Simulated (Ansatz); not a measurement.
A structure relaxed at PBE-D4/def2-SVP in Ansatz, charge 0, quintet:

```
atom   x (Å)   y (Å)   z (Å)
 Cr1  -0.022  -0.070  -0.036
  F2  -1.909  -0.108   0.035
  F3   1.865  -0.002  -0.114
  N4  -0.017  -0.658   1.995
  H5  -0.800  -1.303   2.167
  H6  -0.174   0.145   2.621
  H7   0.910  -1.102   2.257
  N8  -0.030   0.523  -2.063
  H9   0.832   1.051  -2.255
 H10  -0.899   1.096  -2.268
 H11  -0.028  -0.281  -2.707
 N12  -2.619   1.651  -1.968
 H13  -2.846   2.586  -1.603
 H14  -2.580   1.005  -1.143
 H15  -3.427   1.368  -2.538
 N16   2.683  -1.488   2.053
 H17   3.025  -2.421   1.786
 H18   3.434  -1.063   2.612
 H19   2.602  -0.930   1.169
```

**Question.** Give its formula.

**Answer.** CrN4F2H12.

**Question.** Summarise the bond lengths by kind (pairs closer than 1.2 times the sum of covalent radii, bridged metal pairs left out).

**Answer.** 2 × Cr–F 1.89 Å; 2 × Cr–N 2.11 Å; 12 × H–N 1.03 to 1.06 Å. The metal has 4 neighbours: F 1.89 Å, F 1.89 Å, N 2.11 Å, N 2.11 Å.

In the quintet geometry the species has come apart into loosely held pieces.
